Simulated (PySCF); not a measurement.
PySCF input for BH2, SMILES [BH2], multiplicity 2, ωB97X-D3(BJ)/def2-TZVPD. Geometry optimised at ωB97X-D3(BJ)/def2-TZVPD. The isomer is the one that the SMILES or the coordinates give; other isomers of the formula were not compared.

```python
import numpy as np
from pyscf import gto, scf, dft, df
from pyscf.hessian import thermo

mol = gto.M(
    atom='''
    B     0.00000000    0.00000000    0.14530978
    H     0.00000000   -1.07825236   -0.36327446
    H     0.00000000    1.07825236   -0.36327446
    ''',
    basis='def2-TZVPD',
    charge=0,
    spin=1,
    max_memory=1600,
    verbose=3,
)
mf = dft.UKS(mol, xc='wb97x-d3bj').density_fit(auxbasis='def2-universal-jkfit')
mf.grids.level = 3
mf.conv_tol = 1e-11
mf.max_cycle = 100
mf.kernel()
fine, coarse = mf.grids, dft.Grids(mol).set(level=1).build(with_non0tab=True)
for _ in range(3):  # follow internal instabilities
    mf.grids = coarse
    mo, _, stable, _ = mf.stability(return_status=True, nroots=4)
    mf.grids = fine
    if stable:
        break
    mf.kernel(mf.make_rdm1(mo, mf.mo_occ))

# [left out here: the lines that compute and print the analytic Hessian (its translational invariance restored by hand, since the grid's response is missing), thermochemistry and intensities]
```

Output:

```

WARN: HOMO -0.108313744622471 >= LUMO -0.108313744622471

converged SCF energy = -25.9587670780384  <S^2> = 0.75121031  2S+1 = 2.0012099
<class 'pyscf.df.df_jk.DFUKS'> wavefunction is stable in the internal stability analysis

WARN: DFTD3 does not support analytical Hessian, using finite difference


WARN: Mole.unit (angstrom) is changed to Bohr

Mode                                 0                   1                   2
Irrep
Freq [cm^-1]                      997.1928           2590.5447           2757.8145
Reduced mass [au]                   1.1423              1.0338              1.1455
Force const [Dyne/A]                0.6693              4.0876              5.1330
Char temp [K]                    1434.7383           3727.2171           3967.8811
Normal mode                   x     y     z       x     y     z       x     y     z
       0   B                -0.00  0.00 -0.11   -0.00 -0.00 -0.05   -0.00 -0.11  0.00
       1   H                -0.00 -0.29  0.59   -0.00  0.64  0.27   -0.00  0.59  0.28
       2   H                 0.00  0.29  0.59   -0.00 -0.64  0.27    0.00  0.59 -0.28
temperature 298.1500 [K]
pressure 101325.00 [Pa]
Rotational constants [GHz] 1149.91679 215.61841 181.57220
Symmetry number 2
Zero-point energy (ZPE) 0.01446 [Eh]   37954.830 [J/mol]
                           tot       elec      trans        rot        vib
Entropy [J/mol/K]       193.864      5.763    140.567     47.138      0.396
Cv [J/mol/K]             26.542      0.000     12.472     12.472      1.598
Cp [J/mol/K]             34.856      0.000     20.786     12.472      1.598
Internal energy [J/mol]                      3718.434   3718.434  38052.784
Internal energy [Eh]   -25.94144  -25.95877
Enthalpy [J/mol]                             6197.391   3718.434  38052.784
Enthalpy [Eh]          -25.94050
Gibbs free energy [J/mol]                  -35712.666 -10335.701  37934.579
Gibbs free energy [Eh] -25.96251
mode   freq/cm-1   IR/(km/mol)
   1      997.19         9.795
   2     2590.54        13.815
   3     2757.81        98.761
max |gradient| / (hartree/bohr): 1.9254869811537387e-06
APT charges: [ 0.1029 -0.0515 -0.0515]
```

The calculation finished and met its thresholds.

Cost: about 8 core-seconds (a rough figure).
